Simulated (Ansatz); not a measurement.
**One elementary step**

Start structure (AlNH$_{4}$Cl$_{2}$, closed shell), relaxed at PBE0-D4/def2-TZVP:

```xyz
8
angstrom
Al -0.6157 -0.4190 -0.0280
N 0.4325 0.0235 1.3027
Cl -0.3044 -2.2151 -1.0438
Cl -2.3240 0.7115 -0.4262
H 0.8764 0.8939 -1.3702
H 0.4302 0.7079 -1.9478
H 0.2880 0.8215 1.8986
H 1.2169 -0.5245 1.6146
```

The step: AlNH₂Cl₂ ([NH2][Al]([Cl])[Cl]) + H₂ → AlHCl₂ ([Cl][AlH][Cl]) + NH₃ (still joined by a long Al–N bond); bonds formed: Al1–H6, N2–H5; bonds broken: H5–H6; bonds weakened to dative contacts: Al1–N2. Ansatz 0.2.0; basis: def2-TZVPP and def2-QZVPP; cores frozen in the correlated methods. Extrapolation: Hartree–Fock as exp(−7.88 √X), correlation as X^−2.97. Energies below are by CCSD(T) at an estimated basis limit (MP2 extrapolated from triple and quadruple zeta, plus CCSD(T) − MP2 in triple zeta).

(1) What are the electronic barrier and the energy of the step, from the start structure to the end structure? (Judge from chemistry; the value comes from the calculation.)

No T1 diagnostic of these runs exceeds 0.010. The end structure is not quite a true minimum (one mode of 75i cm⁻¹).

Results:

(1) By the calculation: Barrier 87.5 kJ/mol; step energy -67.2 kJ/mol (downhill); reverse barrier, their difference, 154.7 kJ/mol. Barrier and step energy count from the start structure, the reverse barrier from the end structure.

The saddle point: One imaginary mode of 1236i cm⁻¹.
```tsv
pair	start (Å)	saddle (Å)	end (Å)
Al1–H6	2.46	1.78	1.58
N2–H5	2.85	1.42	1.02
Al1–N2	1.75	1.86	2.03
H5–H6	0.75	1.00	2.89
```

Zero-point energy (harmonic, PBE0-D4): ZPE is 110.3 kJ/mol at the start and 115.4 kJ/mol at the saddle, so the barrier goes from 87.5 to 92.5 kJ/mol.

Labels in which every atom is bracketed show which atoms are joined, not bond orders.

For scale, one of the runs: CCSD(T)/def2-TZVPP, 213 basis functions, launched by `ansatz run in.yaml --threads 4 --pin off --events-out ev --progress --plain --max-ram 9574MiB`. Hardware: 4 CPU threads of an Arm Neoverse V2, shared host. Wall time 45 s; peak host memory 2.8 GiB.
